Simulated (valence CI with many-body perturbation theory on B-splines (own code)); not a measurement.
Missing levels of Xe33+

Calculated by valence CI with perturbative core correlation (CI+MBPT): three valence electrons over a frozen Dirac-Fock core [Ar], a basis of 9 s, 9 p, 10 d, 8 f, 5 g, 3 h, 1 i functions for each j, with the one-electron correlation potential Σ1 (screened to all orders), the two-electron term Σ2, the three-electron term Σ3, Breit, model QED; selected single and double excitations, second order for the rest (own B-spline code, finite nucleus).

No measured spectrum was set against this ion. As an estimate, large intervals hold to a few tenths of a per cent, small ones and those within an open d or f shell to about a per cent. Only levels of the ground parity were solved; by the run's estimate the other parity begins above the list, which can be wrong where configurations are misplaced.

```tsv
Level	E (cm⁻¹)
(3d3/2^3) J=3/2	0
(3d3/2^2 3d5/2) J=5/2 [a]	89069
(3d3/2^2 3d5/2) J=7/2	132330
(3d3/2^2 3d5/2) J=3/2	132790
(3d3/2^2 3d5/2) J=9/2	145730
(3d3/2^2 3d5/2) J=1/2	155250
(3d3/2 3d5/2^2) J=7/2 [a]	234320
(3d3/2^2 3d5/2) J=5/2 [b]	?
(3d3/2 3d5/2^2) J=9/2	248460
(3d3/2 3d5/2^2) J=3/2 [a]	276750
(3d3/2 3d5/2^2) J=1/2	?
(3d3/2 3d5/2^2) J=11/2	303140
(3d3/2 3d5/2^2) J=5/2 [a]	?
(3d3/2 3d5/2^2) J=5/2 [b]	341040
(3d3/2 3d5/2^2) J=7/2 [b]	?
(3d5/2^3) J=9/2	?
(3d5/2^3) J=3/2	403030
(3d3/2 3d5/2^2) J=3/2 [b]	?
(3d5/2^3) J=5/2	526320
```

Levels are named by their leading jj configuration (3d3/2^4 stands for four electrons in 3d with j = 3/2), which in mixed levels can hold well under half, so a name can repeat and another be missing. Letters in brackets count levels of one name in rising energy.

(1) The levels stand in rising order. What does the calculation give for the missing energies?

Results:

(1) (3d3/2^2 3d5/2) J=5/2 [b] 236310; (3d3/2 3d5/2^2) J=1/2 290260; (3d3/2 3d5/2^2) J=5/2 [a] 322740; (3d3/2 3d5/2^2) J=7/2 [b] 356940; (3d5/2^3) J=9/2 384430; (3d3/2 3d5/2^2) J=3/2 [b] 498880.
